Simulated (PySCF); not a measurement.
Radial density of S (sulfur, neutral)

wB97M-V, [Ne] 3s1 3p4 3d1, one real determinant (an excited configuration). Computed with PySCF 2.14 in aug-cc-pV(Q+d)Z with one added diffuse shell each of s, p, d, f, g type (8s7p6d4f3g, 114 functions), with the non-relativistic Hamiltonian (point nucleus).

| r (bohr) | 4πr²ρ (e/bohr) | 4πr²(ρα − ρβ) |
| --- | --- | --- |
| 0.00150 | 0.07191 | 0.0002 |
| 0.00253 | 0.1970 | 0.0007 |
| 0.00425 | 0.5273 | 0.0018 |
| 0.00715 | 1.360 | 0.0047 |
| 0.0120 | 3.293 | 0.0113 |
| 0.0202 | 7.175 | 0.0245 |
| 0.0340 | 13.12 | 0.0442 |
| 0.0572 | 18.00 | 0.0598 |
| 0.0962 | 16.23 | 0.0702 |
| 0.162 | 12.01 | 0.1812 |
| 0.272 | 16.25 | 0.4139 |
| 0.458 | 14.80 | 0.1599 |
| 0.770 | 4.358 | 0.3247 |
| 1.30 | 3.126 | 1.9567 |
| 2.18 | 2.099 | 1.2824 |
| 3.67 | 0.4018 | 0.2669 |
| 6.17 | 0.1143 | 0.1112 |
| 10.4 | 0.02135 | 0.0214 |
| 17.4 | 1.203e-05 | 0.0000 |

⟨L²⟩ = 8.01 against 12 for a pure F term, so this real determinant mixes terms. The outer electron is Rydberg-like, and this basis confines it to a smaller radius and binds it less than a complete one would.
